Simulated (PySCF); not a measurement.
## Electron correlation in Ni (nickel, neutral)

[Ar] 3d10, closed-shell 1S (an excited configuration). Computed with PySCF 2.14 in x2c-TZVPPall (6s5p4d2f1g, 64 functions), with scalar relativity by spin-free X2C-1e. Frozen: [Ne]; 18 electrons correlated.

```
  level  correlation energy (mhartree)
   CCSD                        -763.73
    (T)                         -31.33
CCSD(T)                        -795.06
```

Diagnostics: T1 = 0.024, D1 = 0.0461, largest double amplitude 0.024.

Is a single reference adequate?

Yes: T1 lies below 0.03 and no double amplitude reaches 0.07.

This basis was not built for core-valence correlation, so the inner-shell part is incomplete.
